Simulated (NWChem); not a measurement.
System: TaH3O4; SMILES [O]=[Ta]([OH])([OH])[OH]

Parts of the log:

```
             Northwest Computational Chemistry Package (NWChem) 7.3.0
             --------------------------------------------------------

 C3  symmetry detected

                             Geometry "geometry" -> ""
                             -------------------------

 Output coordinates in angstroms (scale by  1.889725989 to convert to a.u.)

  No.       Tag          Charge          X              Y              Z
 ---- ---------------- ---------- -------------- -------------- --------------
    1 Ta                  73.0000     0.00000000     0.00000000     0.00949310
    2 O                    8.0000     0.00000000     0.00000000     1.73351492
    3 O                    8.0000    -0.64482349     1.69407529    -0.58903487
    4 H                    1.0000    -0.94720174     2.48816665    -0.14142616
    5 O                    8.0000    -1.14470049    -1.40547117    -0.58903487
    6 H                    1.0000    -1.68121466    -2.06438409    -0.14142616
    7 O                    8.0000     1.78952398    -0.28860412    -0.58903487
    8 H                    1.0000     2.62841640    -0.42378256    -0.14142616

 Effective nuclear repulsion energy (a.u.)     799.1832475514

      Symmetry information
      --------------------

 Group name             C3
 Group number              5
 Group order               3
 No. of unique centers     4

 Summary of "ao basis" -> "ao basis" (spherical)
 ------------------------------------------------------------------------------
       Tag                 Description            Shells   Functions and Types
 ---------------- ------------------------------  ------  ---------------------
 Ta                         def2-svp                12       32   6s3p2d1f
 O                          def2-svp                 6       14   3s2p1d
 H                          def2-svp                 3        5   2s1p

      Symmetry analysis of basis
      --------------------------

        a          39
        e+         32
        e-         32

  Rotation of axis

            General Information
            -------------------
          SCF calculation type: DFT
          Wavefunction type:  closed shell.
          No. of atoms     :     8
          No. of electrons :    48
           Alpha electrons :    24
            Beta electrons :    24
          Charge           :     0
          Spin multiplicity:     1
          Use of symmetry is: on ; symmetry adaption is: on
          Maximum number of iterations: 150
          AO basis - number of functions:   103
                     number of shells:    45
          Convergence on energy requested:  1.00D-06
          Convergence on density requested:  1.00D-05
          Convergence on gradient requested:  5.00D-04

              XC Information
              --------------
                    Becke 1988 Exchange Functional  1.000
                Perdew 1981 Correlation Functional  1.000 local
                Perdew 1986 Correlation Functional  1.000 non-local

             Grid Information
             ----------------
          Grid used for XC integration:  medium
          Radial quadrature: Mura-Knowles
          Angular quadrature: Lebedev.
          Tag              B.-S. Rad. Rad. Pts. Rad. Cut. Ang. Pts.
          ---              ---------- --------- --------- ---------
          Ta                  1.45      123           9.0       590
          O                   0.60       49          10.0       434
          H                   0.35       45          12.0       434
          Grid pruning is: on
          Number of quadrature shells:   266
          Spatial weights used:  Erf1

      Superposition of Atomic Density Guess
      -------------------------------------

 Sum of atomic energies:        -362.18110739

      Non-variational initial energy
      ------------------------------

 Total energy =    -356.889833
 1-e energy   =    -938.549125
 2-e energy   =     364.718196
 HOMO         =      -0.489765
 LUMO         =      -0.032392

      Symmetry analysis of molecular orbitals - initial
      -------------------------------------------------

  Numbering of irreducible representations:

     1 a           2 e+          3 e-

  Orbital symmetries:

     1 a           2 e+          3 e+          4 a           5 a
     6 a           7 e+          8 e+          9 a          10 e+
    11 e+         12 a          13 a          14 e+         15 e+
    16 a          17 e+         18 e+         19 e+         20 e+
    21 e+         22 e+         23 a          24 a          25 a
    26 e+         27 e+         28 a          29 e+         30 e+
    31 e+         32 e+         33 a          34 a

     ---------------------------------------------
      Total Density - Mulliken Population Analysis
     ---------------------------------------------

    Atom       Charge   Shell Charges
 -----------   ------   -------------------------------------------------------
    1 Ta  13    10.27   0.03 -0.32  1.77  0.54  0.28  0.04  5.49  0.58  0.13  1.31  0.24  0.17
    2 O    8     9.17   1.99  1.16  0.73  3.26  2.02  0.01
    3 O    8     8.88   1.99  1.10  0.66  3.14  1.98  0.00
    4 H    1     0.64   0.52  0.06  0.06
    5 O    8     8.88   1.99  1.10  0.66  3.14  1.98  0.00
    6 H    1     0.64   0.52  0.06  0.06
    7 O    8     8.88   1.99  1.10  0.66  3.14  1.98  0.00
    8 H    1     0.64   0.52  0.06  0.06

[...]
```

Level: BP86/def2-SVP with def2 effective core potentials on Ta. The geometry was optimised at PBE0/def2-SVP. No frequency run checked for a minimum. def2 effective core potentials on Ta; no spin-orbit coupling.

Task: Which NWChem input produces such a log?

Result: One answer among several that fit: the input that was run:
```
start job
memory heap 200 mb stack 900 mb global 1100 mb
geometry units angstroms noautoz
  Ta    -0.000021     0.000116    -0.007469
  O     -0.000499     0.002585     1.716551
  O     -0.908397     1.567778    -0.608459
  H     -1.334552     2.303599    -0.161998
  O     -0.903910    -1.571843    -0.604013
  H     -1.327670    -2.307788    -0.155476
  O      1.812787     0.001850    -0.605517
  H      2.662380     0.003691    -0.157690
end
basis spherical
  * library def2-svp
end
ecp
  Ta library def2-ecp
end
dft
  xc becke88 perdew86
  iterations 150
  mulliken
end
task dft energy
```
